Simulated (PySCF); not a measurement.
## Orbital picture of RbSi

r²SCAN at R = 3.158 Å; basis Rb x2c-TZVPPall, Si x2c-TZVPPall; spin-free X2C with a Gaussian nucleus; PySCF 2.14. State: ⁴Σ⁻ (quartet), unpaired electrons σ ↑, π ↑↑. Only the outer orbitals are listed, counted within each symmetry.

```
spin  orbital  occ.  ε (eV)  on Rb (%)           main shells (%)
   α      10σ     1  -33.37        100                  100 Rb s
   α       5π     1  -16.95        100                  100 Rb p
   α       5π     1  -16.95        100                  100 Rb p
   α      11σ     1  -16.90         98                   98 Rb p
   α      12σ     1   -9.77          2                   98 Si s
   α      13σ     1   -3.39         15          84 Si p, 12 Rb s
   α       6π     1   -3.15         12                   88 Si p
   α       6π     1   -3.15         12                   88 Si p
   α      14σ     0   -1.43         93          77 Rb s, 16 Rb p
   α       7π     0   -0.20         99          81 Rb p, 18 Rb d
   α       7π     0   -0.20         99          81 Rb p, 18 Rb d
   β      10σ     1  -33.32        100                  100 Rb s
   β       5π     1  -16.91        100                  100 Rb p
   β       5π     1  -16.91        100                  100 Rb p
   β      11σ     1  -16.79         99                   99 Rb p
   β      12σ     1   -7.20          4                   95 Si s
   β      13σ     0   -1.29         68  58 Rb s, 31 Si p, 9 Rb p
   β       6π     0   -0.66         20  80 Si p, 10 Rb d, 9 Rb p
   β       6π     0   -0.66         20  80 Si p, 10 Rb d, 9 Rb p
```

Problem. Which are the highest filled and the lowest empty level, where do they sit, and how wide is the gap?

Solution. Highest filled α 6π at -3.15 eV (in %: 88 Si p); lowest empty α 14σ at -1.43 eV (in %: 77 Rb s, 16 Rb p); the gap at r²SCAN is 1.72 eV.

| Property | Result |
| --- | --- |
| bond order (Mayer) | 0.78 |
| ⟨S²⟩ | 3.750 |
| charge on Rb (Mulliken, basis-dependent) | 0.58 |
| charge on Rb (Löwdin, basis-dependent) | 0.03 |
| dipole moment (positive dipole means Rb(−)Si(+)) | -10.07 D |

Spin–orbit coupling is left out. The state was picked by a PBE0 search and need not be the measured ground state.
